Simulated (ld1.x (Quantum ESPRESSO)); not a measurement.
# N (Z = 7): one change to a TM potential, before and after

ld1.x (Quantum ESPRESSO) 7.5 input, shortened:

```
&input
   title='N', zed=7., rel=1, dft='PBESOL', iswitch=3,
   config='[He] 2s2 2p3'
 /
 &inputp
   pseudotype=2, tm=.true., lloc=0,
   nlcc=.true., rcore=0.70
 /
2
2P  2  1   3.00   0.00  2.30  2.30  0.0
2S  1  0   2.00   0.00  0.85  0.85  0.0
 &test
   configts(1)='2s2 2p3'
 /
```

Change: all radii but the core radius scaled by about 1.37 (s 1.16, p 3.16 bohr).

Cutoffs: the cutoffs (Ry, on a coarse ladder) from which the occupation-weighted sum of valence levels, in a spherical-Bessel basis at the reference potential, stays within 10 and 1 mRy of its value at 400 Ry; they do not see the model core or the augmentation charge, which bear on the density cutoff. Errors are all-electron minus pseudo energies relative to the spin-unpolarised reference configuration.

Q: Predict the effect on cutoff, ghosts and configuration errors.

A: The potential gets softer (55 Ry and 140 Ry → 40 Ry and 100 Ry); of the 7 tests that both files solve, the error grows in 7 and shrinks in 0 by more than 15 % and 0.3 meV (median size 117.9 → 326.0 meV); neither file shows a bound ghost at the reference potential, the only one tested. A larger radius leaves more room for a smooth pseudo-wave, so fewer plane waves are needed. More of the atom is replaced by a form fitted at one configuration, so other configurations suffer.

```csv
quantity,base,changed
"cutoff, loose",55 Ry,40 Ry
"cutoff, tight",140 Ry,100 Ry
loose cutoff by channel (10 mRy a level),"p 25 Ry, s 45 Ry","p 15 Ry, s 35 Ry"
bound ghosts,none,none
"error for 2s2 2p2, meV [ΔE 13.52 eV]",+71,+265
"error for 2s2 2p1, meV [ΔE 42.26 eV]",+626,+1896
"error for 2s2 2p0, meV [ΔE 89.14 eV]",+2457,+6443
"error for 2s2 2p2.5, meV [ΔE 5.06 eV]",+10,+44
"error for 2s1 2p3, meV [ΔE 25.24 eV]",-118,-326
"error for 2s1 2p0, meV [ΔE 166.66 eV]",+3940,+10142
"error for 2s2 2p3.3, meV [ΔE -1.60 eV]",+1.1,+6.2
```

Changed file: These tests converged, but a pseudo level misses the all-electron one widely, so the file describes the atom poorly there or has found another state: 2s2 2p1: 2p by 2.8 eV; 2s2 2p0: empty 2p by 6.6 eV; 2s1 2p0: empty 2p by 9.6 eV.
